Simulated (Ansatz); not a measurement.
Reaction (SMILES): [NH]B(N)Br -> [NH-]B(N)Br (an electron is taken up)
Structures are relaxed separately at B3LYP-D3(BJ)/def2-TZVP in Ansatz (a program for electronic structure), one conformer each, not searched for the lowest. Frequencies are from Ansatz.

Property: adiabatic electron affinity (0 K, with B3LYP-D3(BJ) harmonic zero-point energies), positive where the reaction releases energy, in eV. Cores are frozen in the correlated levels unless marked. UHF or UKS for open shells. Spin-orbit coupling is left out. Frozen are the shells of the preceding noble gas and the d and f shells that filled before the atom's block. Non-relativistic. Anions need diffuse functions: aug- sets have them; def2-D sets add few; the other sets have none. Basis-set limits of correlation are two-point, X^-3; Hartree-Fock from the larger set.

CCSD(T)/CBS(aug-cc-pVTZ,aug-cc-pVQZ) (Ansatz) gives 2.66 eV.

Task: Another calculation gave 2.75 eV. Which level was it?
(A) wB97M-V/def2-TZVPD (Ansatz)
(B) SVWN5/def2-TZVPD (Ansatz)
(C) B97M-V/def2-TZVPD (Ansatz)
(D) BHLYP/def2-TZVPD (Ansatz)

Result: B, SVWN5/def2-TZVPD (Ansatz). The others give 2.51 (wB97M-V), 2.38 (B97M-V), 2.18 (BHLYP) eV.
